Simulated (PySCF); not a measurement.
## Calculated properties of `C=C(Br)OC=O`

Compound: C₃H₃BrO₂.
Numbering: `[CH2:1]=[C:2]([Br:3])[O:4][CH:5]=[O:6]` (hydrogens: H7, H8 on C1; H9 on C5)

Structural features include: ester, C=C double bond and C–Br bond.

PBE0-D3(BJ)/def2-SVP geometry optimisation, gas phase (PySCF):

- Point group: Cs
- Rotational constants A, B, C: 7.775, 1.138, 0.993 GHz

CAM-B3LYP/def2-SVPD ground state, ΔSCF and vertical TDDFT (core frozen in the response) (PySCF):

* Dipole moment: 0.58 D
* HOMO energy: -8.84 eV
* LUMO energy: -0.06 eV
* HOMO–LUMO gap: 8.78 eV
* Lowest singlet excitation: 5.60 eV (222 nm, f = 0.002)
* Strongest line among the 10 lowest singlet transitions: S7 at 7.26 eV (171 nm, f = 0.223)
* Lowest triplet excitation (Tamm–Dancoff): 4.02 eV
* Static isotropic polarisability: 65.1 au
* Vertical ionisation energy: 9.72 eV
* Electronic spatial extent ⟨r²⟩ about the centre of nuclear charge: 1019 bohr²

**CAM-B3LYP/pcSseg-2 ground state and GIAO shieldings, non-relativistic (PySCF)**

- 13C chemical shifts (computed TMS as zero) by class: 167.0 (C5), 163.3 (C2), 117.9 (C1) ppm
- 1H chemical shifts (computed TMS as zero) by class: 8.01 (H9), 6.81 (H8), 5.43 (H7) ppm
- Isotropic shieldings of nuclei other than C and H, by class: -135 (O6), 65 (O4), 1873 (Br3) ppm

**B3LYP/pcJ-1 Br:pcSseg-1 indirect spin-spin coupling, non-relativistic, gas phase (PySCF)**

- Largest of the computed one-bond spin–spin couplings (means over like bonds): 13C–1H +249.3 (C5–H9), 13C–1H +183.1 (C1–H8), 13C–1H +177.4 (C1–H7), 13C–13C +98.1 (C1–C2), 17O–13C +45.4 (O4–C5), 17O–13C +34.8 (O4–C2), 17O–13C +27.1 (O6–C5) Hz

Monoisotopic mass from the formula: 149.9316 u.

The ΔSCF ionisation energy exceeds −ε(HOMO) by 0.88 eV with CAM-B3LYP. With B = h/(8π²I), that is 505.379 GHz u Å² over I, the principal moments of inertia are 65.0, 444.2 and 509.2 u Å² (most abundant isotopes); the inertial defect Ic − Ia − Ib is 0.0 u Å² (zero for a rigid planar frame, negative otherwise). The principal polarisabilities are 44.3, 68.5 and 82.7 au; their mean is the isotropic value. In wavenumbers S1 is 45100 cm⁻¹ (1 eV = 8065.54 cm⁻¹). The largest Löwdin shares of the HOMO are 0.33 on Br3, 0.29 on C1, 0.24 on C2 and 0.07 on O4.

 Relativistic effects, spin–orbit coupling among them, are left out although an element past zinc is present. Atoms bound to Br lack the heavy atom's spin–orbit term in their shielding, so their NMR values are less reliable.

Conformer computed: `[CH2:1]=[C:2]([Br:3])[O:4][CH:5]=[O:6]`: C1–C2–O4–C5 0°, C2–O4–C5–O6 1°.

One conformer stands for the species.
